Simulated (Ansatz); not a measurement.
**From N to Sb: the atomisation energy (no zero-point term)**

Gas-phase molecules, one atom swapped for its congeners: C2H9NSi `CCN[SiH3]`; C2H9AsSi `CC[AsH][SiH3]`; C2H9SbSi `C[CH2][SbH][SiH3]`. The P member is missing. All are singlets with charge 0.

Shapes, held fixed at every level: PBE0-D4/def2-TZVP. Flexible molecules stand in one conformer, not always the lowest. Programs: Ansatz 0.2.0. Values in eV.

```
                level  C2H9NSi  C2H9AsSi  C2H9SbSi
          HF/def2-SVP    35.56     33.30     32.31
     SPW92/def2-TZVPP    53.62     50.15     49.10
  B3LYP-D4/def2-TZVPP    47.84     44.76     43.84
r2SCAN0-D4/def2-TZVPP    47.15     44.29     43.26
         MP2/def2-SVP    45.10     41.85     40.76
   CCSD(T)/def2-TZVPP    46.54     43.64     42.69
```

At CCSD(T)/def2-TZVPP the atomisation energy falls at every step, from 46.54 to 42.69 eV. Every level shows the same order. For atoms past krypton def2 sets carry core potentials with scalar relativity. Relativity is left out for As. Outer-core shells of As, Sb are correlated, in sets that cover them unevenly. Spin-orbit coupling, which grows down the group, is left out (summed over each molecule's free atoms 0.03, 0.03, 0.03 eV). Coupled cluster in double- or triple-zeta sets underbinds by a few per cent against its basis-set limit.
